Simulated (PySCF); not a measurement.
`O=[S@@]1CC[S@@](=O)OC1`, C$_{3}$H$_{6}$O$_{3}$S$_{2}$

Cartesian coordinates in Å; atom numbers follow the order of the lines, from 1:
```xyz
14

O     1.368   -1.517   -1.185
S     1.244   -1.117    0.215
C    -0.595   -1.006    0.517
C    -1.243   -0.293   -0.638
S    -0.874    1.525   -0.493
O    -1.051    1.798    0.919
O     0.776    1.369   -0.762
C     1.490    0.749    0.244
H    -0.749   -0.471    1.454
H    -0.948   -2.033    0.618
H    -0.827   -0.634   -1.587
H    -2.325   -0.407   -0.639
H     1.183    1.097    1.237
H     2.551    0.940    0.079
```

Computed with GIAO BHandHLYP/pcSseg-1 magnetisability, rotational g tensor and spin-rotation constants, non-relativistic, gas phase (PySCF 2.14.0). Geometry: GFN2-xTB.

**Question.** Give the nuclear spin-rotation constants along the inertial axes (H = +C I·J) beside the isotropic shieldings.

**Answer.** Rotational constants 2.8264, 1.2637, 1.1306 GHz. A star marks the isotopologue with that one atom substituted, in its own axes.
```
atom  isotope  Caa (kHz)  Cbb (kHz)  Ccc (kHz)  mean (kHz)  σ (ppm)
  H9       1H     -0.217     -0.129      0.011      -0.112     28.1
 H10       1H     -0.192      0.006     -0.140      -0.109     29.1
 H11       1H     -0.197     -0.128      0.015      -0.103     27.5
 H12       1H     -0.214      0.008     -0.147      -0.118     29.7
 H13       1H     -0.199     -0.131      0.032      -0.100     26.8
 H14       1H     -0.209      0.049     -0.139      -0.100     27.5
  O1     17O*     -0.229      0.140     -0.233      -0.107    326.2
  S2     33S*      1.331      0.537      0.308       0.725    212.3
  C3     13C*      0.491      0.199      0.221       0.304    145.5
  C4     13C*      0.480      0.200      0.248       0.309    141.0
  S5     33S*      1.492      0.562      0.468       0.841     55.1
  O6     17O*     -0.570      0.029     -0.395      -0.312    182.0
  O7     17O*     -0.494     -0.151     -0.158      -0.268    219.5
  C8     13C*      0.609      0.271      0.272       0.384    113.4
```
For the geometry as given, no vibrational averaging.

**Question.** How do the rotational constants and the g tensor change when H9, H10, H11, H12, H13, H14 are replaced by deuterium?

**Answer.** Constants 2.4386, 1.2308, 1.0740 GHz; g -0.0372, -0.0220, -0.0216, against -0.0429, -0.0224, -0.0229 before.
